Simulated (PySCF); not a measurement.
# Indirect couplings

Geometry (Å), atoms numbered from 1 in this order:
```xyz
12

Ga   -0.362   -1.647   -0.855
H    -0.671   -3.003   -1.563
N     1.340   -1.060   -0.512
Ga    1.798    0.506    0.323
H     3.274    0.930    0.597
N     0.359    1.534    0.805
Ga   -1.407    1.120    0.544
H    -2.576    2.053    0.990
N    -1.669   -0.492   -0.290
H     2.101   -1.670   -0.796
H     0.559    2.415    1.269
H    -2.631   -0.768   -0.461
```

Couplings: PBE/pcJ-1 (pcSseg-1 on Ga) (spin–dipole term only in couplings to heteroatoms) in PySCF 2.14.0 with density-fitted response routines, geometry PBE0-D3(BJ)/def2-SVP; gas phase, one conformer, non-relativistic. Couplings are averaged over pairs made equivalent by symmetry, fast rotation or ring inversion, so a value needn't be that of the named pair in this geometry, while other rotamers aren't included; one pair stands for each set, and the list holds those of at least 1.5 Hz over up to four bonds.

Isotopes: ¹⁵N, ¹H.

```tsv
pair	bonds	J (Hz)
N3, H10	1	-68.9
H2, N3	2	-12.4
N3, N6	2	2.3
H2, H10	3	?
N3, H11	3	-3.4
H2, H5	4	?
```

Q: Estimate the withheld couplings, with signs.

A: 
- ³J(H2,H10) = -1.6 Hz
- ⁴J(H2,H5) = 3.4 Hz

Relativistic effects of the heavier atoms present are left out.
